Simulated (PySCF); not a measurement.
C₃H₈B (charge -1).
Atom-mapped SMILES: `[BH3-:1]/[CH:2]=[CH:3]/[CH3:4]` (hydrogens: H5, H6, H7 on B1; H8 on C2; H9 on C3; H10, H11, H12 on C4)

Structure used (PBE0-D3(BJ)/def2-SVP), in Å, numbered top down from 1:
```xyz
12
C3H8B angstrom
B      2.155   -0.080    0.016
C      0.580   -0.401    0.054
C     -0.456    0.434    0.256
C     -1.910    0.061    0.278
H      2.743   -0.757    0.893
H      2.629   -0.434   -1.090
H      2.381    1.134    0.201
H      0.274   -1.457   -0.106
H     -0.235    1.501    0.423
H     -2.500    0.592   -0.496
H     -2.041   -1.021    0.104
H     -2.400    0.300    1.243
```

All values: PBE0/pcSseg-1 (PySCF, non-relativistic), on one gas-phase PBE0-D3(BJ)/def2-SVP geometry that isn't relaxed in the solvent. The solvent is an IEF-PCM continuum (Bondi radii, 1.10 Å for H, scaled by 1.2). Specific hydrogen bonds and non-electrostatic terms are outside this model.

Gas phase at PBE0/pcSseg-1: HOMO -1.32 eV, LUMO 5.44 eV.

Problem. What does the continuum do to the energy and the frontier levels at PBE0/pcSseg-1 in chloroform and dichloromethane?

Solution. 
```tsv
solvent	ε	E(solvent) − E(gas) (kcal/mol)	polarisation term (kcal/mol)	distortion of the solute (kcal/mol)	HOMO (eV)	LUMO (eV)
chloroform	4.711	-46.05	-47.38	1.33	-5.00	2.24
dichloromethane	8.93	-52.33	-54.18	1.85	-5.47	1.79
```

The polarisation term is half the interaction of the solute with the surface charges that it induces; the rest is the cost of distorting the solute's density. The sum is the electrostatic part of solvation alone. From chloroform to dichloromethane the lowering changes by a factor 1.14, Born's factor 1 − 1/ε by 1.13 and ε itself by 1.9.

Problem. Which radius a makes Born's formula ΔE = −(q²/2a)(1 − 1/ε) give the value in dichloromethane?

Solution. a = q²(1 − 1/ε)/(2|ΔE|) = 2.82 Å, with q = -1 e and |ΔE| = 0.0834 Eh; the farthest nucleus lies 2.85 Å from the centroid of the nuclei. The formula assumes a point charge at the centre of a sphere.

Problem. Which Hirshfeld charges (PBE0/pcSseg-1) respond most in chloroform (means over atoms taken as equivalent)?

Solution. 
```json
{"atoms": "C2", "environment": "alkene CH carbon", "gas (e)": "-0.124", "solvent (e)": "-0.146", "change": "-0.022"}
{"atoms": "H10/H11/H12", "environment": "methyl hydrogen", "gas (e)": "+0.014", "solvent (e)": "+0.028", "change": "+0.014"}
{"atoms": "B1", "environment": "four-coordinate boron", "gas (e)": "-0.202", "solvent (e)": "-0.214", "change": "-0.012"}
{"atoms": "H5/H6/H7", "environment": "B–H hydrogen", "gas (e)": "-0.157", "solvent (e)": "-0.166", "change": "-0.009"}
{"atoms": "C3", "environment": "alkene CH carbon", "gas (e)": "-0.110", "solvent (e)": "-0.102", "change": "+0.008"}
{"atoms": "C4", "environment": "allylic carbon", "gas (e)": "-0.138", "solvent (e)": "-0.134", "change": "+0.004"}
{"atoms": "H8", "environment": "vinylic hydrogen", "gas (e)": "-0.004", "solvent (e)": "+0.001", "change": "+0.005"}
{"atoms": "H9", "environment": "vinylic hydrogen", "gas (e)": "+0.004", "solvent (e)": "+0.008", "change": "+0.004"}
```

Problem. Which Mayer bond orders change most in chloroform?

Solution. 
```tsv
bond	length (Å)	gas	solvent	change
B1–C2	1.608	0.918	0.931	+0.013
B1–H5	1.254	0.921	0.929	+0.008
B1–H6	1.254	0.921	0.929	+0.008
C3–C4	1.502	1.036	1.041	+0.005
C2–C3	1.345	1.913	1.909	-0.004
C2–H8	1.111	0.942	0.945	+0.003
C4–H10	1.109	0.961	0.958	-0.003
C4–H12	1.109	0.961	0.958	-0.003
```
